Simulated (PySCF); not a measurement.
**EPR parameters of C5H7N2OS**

C5H7N2OS (doublet state).
Z-matrix (Å and degrees, GFN2-xTB geometry), rows numbered from 1:
```
C 
O   1  1.4036
C   2  1.4044  1  112.99
C   3  1.4800  2  110.25  1   179.93
C   4  1.3774  3  122.36  2   179.88
C   5  1.4446  4  126.18  3   179.83
N   6  1.2954  5  114.05  4  -179.88
S   7  1.6458  6  108.67  5    -0.06
N   5  1.3532  4  123.47  3    -0.11
H   1  1.0879  2  106.65  3  -179.81
H   1  1.0973  2  111.29  3   -60.48
H   1  1.0973  2  111.29  3    60.84
H   3  1.1063  2  110.63  1   -58.51
H   3  1.1064  2  110.58  1    58.32
H   4  1.0764  3  117.34  2    -0.04
H   6  1.0745  5  125.38  4     0.08
```

The hyperfine couplings belong to this conformer and change with its torsions.

The species is `COC[CH]c1cnsn1` [radical].

The calculation used PySCF 2.14.0, UKS B3LYP, pcH-1 on C H N O S, non-relativistic, mean-field spin-orbit, GIAO. The structure is a single GFN2-xTB conformer in the gas phase; no vibrational or solvent corrections. The geometry wasn't refined by DFT: couplings that depend on bond lengths, twists or pyramidal angles can differ widely from those at the functional's own minimum. No stability test was run, so a lower SCF solution isn't excluded.

| Quantity | Value |
| --- | --- |
| g1, g2, g3 | 2.00210, 2.00313, 2.00551 |
| g_iso | 2.00358 |
| Form of g | rhombic: the two nearest values differ by 30 % of g3 − g1 |
| ⟨S²⟩ | 0.7703 (exact 0.7500) |

Isotropic coupling and dipolar principal values T1 to T3, in MHz; ρ(0) is the spin density at the nucleus:

```tsv
atom	isotope	a_iso	of which spin–orbit	T1	T2	T3	Mulliken spin population	ρ(0) (bohr⁻³)
C1	13C	-1.1	0.0	-0.3	0.0	0.3	0.00	-0.0010
O2	17O	1.5	0.0	-1.1	0.3	0.8	0.00	-0.0025
C3	13C	-26.8	0.0	-1.4	0.5	1.0	-0.06	-0.0238
C4	13C	58.7	-0.2	-58.3	-57.0	115.3	0.73	0.0523
C5	13C	-41.2	0.0	-20.5	7.3	13.2	-0.17	-0.0367
C6	13C	11.3	0.0	-8.2	-6.9	15.1	0.10	0.0101
N7	14N	-3.4	0.0	-6.0	2.8	3.2	-0.07	-0.0104
S8	33S	4.2	-0.3	-17.7	-15.4	33.1	0.15	0.0131
N9	14N	12.7	0.1	-15.0	-14.4	29.4	0.30	0.0390
H10	1H	-0.2	0.0	-0.6	-0.6	1.3	0.00	0.0000
H11	1H	0.2	0.0	-1.0	-0.8	1.8	0.00	0.0000
H12	1H	0.2	0.0	-1.0	-0.8	1.8	0.00	0.0000
H13	1H	81.0	0.0	-3.9	-2.1	6.0	0.03	0.0181
H14	1H	81.1	0.0	-3.9	-2.1	6.0	0.03	0.0181
H15	1H	-47.2	0.0	-27.6	-0.7	28.3	-0.03	-0.0106
H16	1H	-6.4	0.0	-2.5	-1.8	4.3	0.00	-0.0014
```

Largest spin populations (Mulliken): C4 (+0.73), N9 (+0.30), C5 (-0.17) and S8 (+0.15). The positive populations add up to 1.34 and the negative ones to -0.34, together 2S = 1. The angles at C4 add up to 360.0°, so it is planar; its axial dipolar tensor and the negative coupling of its proton fit spin in a p orbital normal to that plane.

Axes: g2 points within 6° of the C4–C5 bond.

Under fast tumbling the dipolar parts average out, and these isotropic splittings remain: 2 × 1H (H13/H14, I = 1/2, 3 lines) with 2.89 mT, 1 × 1H (H15, I = 1/2, 2 lines) with 1.68 mT, 1 × 14N (N9, I = 1, 3 lines) with 0.45 mT, 1 × 1H (H16, I = 1/2, 2 lines) with 0.23 mT and 1 × 14N (N7, I = 1, 3 lines) with 0.12 mT.

Class means assume fast exchange of nuclei equivalent by connectivity; if that motion is slow, each nucleus keeps its own coupling.

The 13C coupling of C4 (58.7 MHz) shows only in satellite lines or after enrichment, since that isotope makes up about 1.07 % of natural carbon.

Examples of negative spin density at the nucleus (bohr⁻³): C5 (-0.0367), C3 (-0.0238) and H15 (-0.0106).
